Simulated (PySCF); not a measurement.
Si(H)(Me)2(Cl) (C₂H₇ClSi), SMILES [SiH](C)(C)Cl.

Geometry: r2SCAN-D4/def2-SVP.

Method: PBE/def2-TZVP (PySCF).

The molecule is in vacuum.

Question: Estimate the frontier levels, gap, dipole moment and polarisability. (Estimate from the structure and the level; the computed values follow.)

Answer: 
The highest occupied level is -7.17 eV. The lowest empty level is -0.04 eV and the orbital gap is 7.13 eV. The dipole moment comes out as 2.08 D. The quadrupole, principal values (traceless, Buckingham form, about the centre of nuclear charge) is -1.15, -0.64, 1.79 D·Å and the mean static polarisability is 63.8 bohr³ (9.46 Å³). The polarisability, principal values is 56.6, 65.1, 69.8 bohr³.
